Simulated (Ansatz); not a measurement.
Cartesian coordinates in Å:
```
N -1.187 -0.345 -0.927
Si -0.037 0.047 0.247
O -0.773 0.886 1.437
O 1.399 0.893 -0.182
B 1.797 -0.340 0.220
Cl 3.395 -1.002 0.313
H -0.977 -0.988 -1.671
H -1.970 0.252 -1.141
H -1.647 0.597 1.702
```

Charge 0, multiplicity 1.

(1) List the r2SCAN/def2-TZVPP orbital energies in eV (the Gaussian-basis code of Ansatz). (Best estimate.)

Results:

(1) Computed: Occupied: -2753.48, -1792.18, -516.28, -516.20, -385.45, -254.88, -193.42, -193.30, -193.26, -182.11, -142.46, -97.38, -97.32, -97.27, -27.18, -26.69, -22.82, -21.77, -14.66, -13.32, -12.83, -12.51, -11.59, -10.63, -10.00, -9.60, -8.91, -8.40, -8.33, -7.30, -5.91. Lowest empty: -1.38, -0.34, 0.61, 1.40, 2.03, 2.30, 2.62, 2.84.
